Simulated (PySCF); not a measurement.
Be(NH2)(NMe2) (C2H8BeN2), SMILES C[N](C)[Be][NH2].

Geometry: PBE0-D3(BJ)/def2-SVP. The values are those of a single conformer.

Calculation: PBE/def2-TZVP (PySCF).

Symmetry labels are those of the subgroup C2v that the program uses (full group C2v).

List the valence orbital energies around the gap with their symmetry. (An estimate is asked for; the answer gives what the named calculation found.)


```json
[
 {"orbital": "HOMO−7", "symmetry": "B2", "energy (eV)": "-10.68"},
 {"orbital": "HOMO−6", "symmetry": "B1", "energy (eV)": "-10.61"},
 {"orbital": "HOMO−5", "symmetry": "A1", "energy (eV)": "-9.46"},
 {"orbital": "HOMO−4", "symmetry": "A2", "energy (eV)": "-9.06"},
 {"orbital": "HOMO−3", "symmetry": "B2", "energy (eV)": "-8.61"},
 {"orbital": "HOMO−2", "symmetry": "A1", "energy (eV)": "-7.82"},
 {"orbital": "HOMO−1", "symmetry": "B2", "energy (eV)": "-5.64"},
 {"orbital": "HOMO", "symmetry": "B1", "energy (eV)": "-4.77"},
 {"orbital": "LUMO", "symmetry": "A1", "energy (eV)": "-0.65"},
 {"orbital": "LUMO+1", "symmetry": "B1", "energy (eV)": "0.60"},
 {"orbital": "LUMO+2", "symmetry": "B2", "energy (eV)": "0.62"},
 {"orbital": "LUMO+3", "symmetry": "A1", "energy (eV)": "0.84"}
]
```
